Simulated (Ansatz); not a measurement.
Total energies of GaH2F from Ansatz at CCSD(T)/def2-TZVPP, gas phase (1 Eh = 27.2114 eV = 2625.5 kJ/mol). The reference geometry is relaxed at PBE0-D4/def2-TZVP.

| state | geometry | energy (Eh) |
| --- | --- | --- |
| charge 0 singlet | reference | -2024.43126 |
| charge 1 doublet | reference | -2023.99548 |
| free Ga atom (doublet) | – | -1923.41187 |
| free H atom (doublet) | – | -0.49981 |
| free F atom (doublet) | – | -99.62506 |

Correlated methods freeze 10 core orbitals; core or outer-core shells of Ga are correlated, in sets that lack core-valence functions. In CCSD on the charge 1 doublet the largest single amplitude is 0.18, so its Hartree–Fock determinant may place the open shell otherwise than the density functionals do.

**Question.** Work out the vertical ionisation energy to the doublet.

**Answer.** E(charge 1 doublet) − E(charge 0 singlet) = -2023.99548 − (-2024.43126) = 0.43578 Eh = 11.86 eV.

**Question.** What is the binding energy per atom against free atoms?

**Answer.** Atoms: 1 × (-1923.41187) + 2 × (-0.49981) + 1 × (-99.62506) = -2024.03655 Eh. Binding: -2024.03655 − (-2024.43126) = 0.39471 Eh = 10.74 eV, or 2.69 eV for each of 4 atoms (no zero-point energy, no counterpoise term).

At CCSD(T)/def2-TZVPP the charge 1 doublet is spin-contaminated (final ⟨S²⟩ up to 0.84, 0.75 for a pure state).
